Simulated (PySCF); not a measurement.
SMILES [CH2]CCCC, doublet at its GFN2-xTB optimised geometry (Å):

```
16

C      1.5914    -1.1607    -2.8295
C      1.1672    -1.6454    -1.5062
C     -0.3251    -1.4007    -1.2366
C     -0.6866     0.0848    -1.2180
C     -0.1391     0.8192     0.0000
H      2.5585    -0.7236    -2.9788
H      0.9607    -1.3128    -3.6841
H      1.3325    -2.7339    -1.4343
H      1.7752    -1.1890    -0.7226
H     -0.9041    -1.8954    -2.0196
H     -0.5990    -1.8534    -0.2808
H     -0.3007     0.5510    -2.1275
H     -1.7752     0.1805    -1.2270
H     -0.4763     1.8534     0.0000
H     -0.4845     0.3465     0.9174
H      0.9477     0.8192     0.0000
```

Level of theory: unrestricted PBE0/def2-TZVP (PySCF). Cells within 0.4 Å of a nucleus heavier than hydrogen are left out (blank, or x).

Map of the HOMO−1 amplitude (α) (bohr^(-3/2)) on the plane z = 0.0 Å; orbital energy -8.92 eV, overall sign arbitrary:

```
|55555555555555555555555555555|
|55555555555555555555555555555|
|55555555555555555555555555555|
|55555555555555555555555555555|
|55555555555555555555555555555|
|55555555555555555555555555555|
|55555555555555555555555555555|
|55555555555555444455555555555|
|55555555556655444444555555555|
|55555555566665333334455555555|
|5555555556677xx11123455555555|
|5555555556689xx01013455555555|
|5555555556689xx32123455555555|
|55555555556788644344555555555|
|55555555556677655445555555555|
|55555555555666655555566655555|
|55555555555666555556666665555|
|55555555555555555566666666555|
|55555555556655555566666666555|
|55555555566665555566666666555|
|55555555666665555566666666555|
|55555555666666555566666665555|
|55555555666666555556666665555|
|55555555566665555555666655555|
|55555555556655555555555555555|
|55555555555555555555555555555|
|55555555555555555555555555555|
|55555555555555555555555555555|
|55555555555555555555555555555|
```
Scale: ten equal steps from -0.165 (start of '0') to 0.121 (end of '9'), in the order '0123456789'; x runs from -4.00 to 4.00, y from -4.00 (bottom) to 4.00 (top).
